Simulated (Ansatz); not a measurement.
Pulling on the Be1–H2 bond in C2H6Be (SMILES [BeH][CH2]C) (multiplicity 1 held, fragments rigid). Energies count from the point at 1.332 Å.
Geometry at that point (charge 0, multiplicity 1):
```xyz
9

Be    -1.445    -0.339     0.770
H     -2.689    -0.196     1.224
C      0.126    -0.523     0.198
C      0.701     0.658    -0.611
H      0.170    -1.435    -0.413
H      0.785    -0.731     1.052
H      0.725     1.577    -0.021
H      0.103     0.866    -1.501
H      1.723     0.465    -0.948
```

Signs of static correlation in aug-cc-pVDZ, with CASSCF(2,2), from Ansatz (an electronic-structure program) runs.

```csv
R (Å),T1 of restricted CCSD,⟨S²⟩ of UHF,largest double amplitude of restricted CCSD,weight of the CASSCF reference in MRCISD,CASSCF natural occupations
1.066,0.009,0.000,0.019,0.889,1.99 0.01
1.199,0.009,0.000,0.019,0.889,1.99 0.01
1.332,0.009,0.000,0.022,0.889,1.98 0.02
1.465,0.009,0.000,0.023,0.889,1.98 0.02
1.599,0.009,0.000,0.022,0.889,1.97 0.03
1.798,0.010,0.000,0.021,0.890,1.95 0.05
1.998,0.011,0.000,0.030,0.890,1.92 0.08
2.331,0.016,0.400,0.071,0.890,1.86 0.14
2.664,0.024,(withheld),0.113,0.891,1.76 0.24
3.064,0.039,0.893,0.346,0.892,1.60 0.40
3.597,0.066,0.971,(withheld),0.892,1.37 0.63
4.263,0.095,0.995,0.844,0.892,1.17 0.83
```

Fill in the missing entries.


- 2.664, ⟨S²⟩ of UHF: 0.724
- 3.597, largest double amplitude of restricted CCSD: 0.588

Doubts at one or more of the structures used: a restricted determinant that unrestricted orbitals would lower (R-CCSD(T)/aug-cc-pVDZ); other coupled-cluster roots lie near (R-CCSD(T)/aug-cc-pVDZ); T1 above 0.05 (R-CCSD(T)/aug-cc-pVDZ, U-CCSD(T)/aug-cc-pVDZ); a spin-contaminated determinant (U-CCSD(T)/aug-cc-pVDZ).
